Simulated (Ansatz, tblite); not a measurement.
Spin states of [CuCl4]- (CuCl₄⁻), formally d⁸, each relaxed with r2SCAN-D4/def2-SVPD in Ansatz. Electronic energies in the gas phase.

The xTB rows come from tblite. LC-ωPBE has ω = 0.4 bohr⁻¹. B3LYP takes the VWN-RPA correlation.

Singlet geometry (D4h within 0.1 Å):

```xyz
5

Cu    0.000    0.000    0.000
Cl    0.209   -1.339   -1.748
Cl    1.423    1.422   -0.920
Cl   -0.203    1.336    1.751
Cl   -1.429   -1.418    0.917
```

Triplet geometry (D4h within 0.1 Å):

Cartesian coordinates in Å:
```
Cu 0.000 0.000 0.000
Cl 1.380 0.078 1.795
Cl -1.781 -0.242 1.380
Cl -1.380 -0.083 -1.795
Cl 1.780 0.247 -1.380
```

Run but left out: HF/STO-3G (singlet: restricted singlet, unstable in another Hartree–Fock run and untested here); HF/def2-SVPD, MP2/def2-SVPD, CCSD/def2-SVPD, CCSD(T)/def2-SVPD (flagged by the program: other roots); B2PLYP/def2-TZVPD (singlet: restricted singlet, unstable towards broken spin symmetry).

Only these spin states were relaxed.

| level | triplet − singlet (kJ/mol) | lowest of these |
| --- | --- | --- |
| GFN1-xTB | 125.8 | singlet |
| PBE-D4/def2-TZVPD | 49.4 | singlet |
| r2SCANh-D4/def2-TZVPD | 39.7 | singlet |
| PBE0-D4/def2-TZVPD | 38.3 | singlet |
| LC-ωPBE/def2-TZVPD | 86.3 | singlet |

Problem. Estimate the rows for GFN2-xTB, BLYP-D4/def2-TZVPD, r2SCAN-D4/def2-TZVPD, B3LYP-D4/def2-TZVPD.

Solution. 
```tsv
level	triplet − singlet (kJ/mol)	lowest of these	remarks
GFN2-xTB	108.9	singlet	–
BLYP-D4/def2-TZVPD	41.4	singlet	restricted, untested (singlet)
r2SCAN-D4/def2-TZVPD	45.2	singlet	–
B3LYP-D4/def2-TZVPD	36.3	singlet	–
```

The xTB methods have no spin-polarisation term.

Problem. How do the metal–ligand distances follow the spin state?

Solution. 
```
  state  donor atoms  mean metal–ligand distance (Å)  range (Å)  Mulliken spin on the metal (PBE0)
singlet            4                           2.212  2.21–2.21                                  0
triplet            4                           2.265  2.27–2.27                               0.51
```

⟨S²⟩ at PBE0-D4/def2-TZVPD: singlet 0.00 (pure 0.00), triplet 2.01 (pure 2.00).
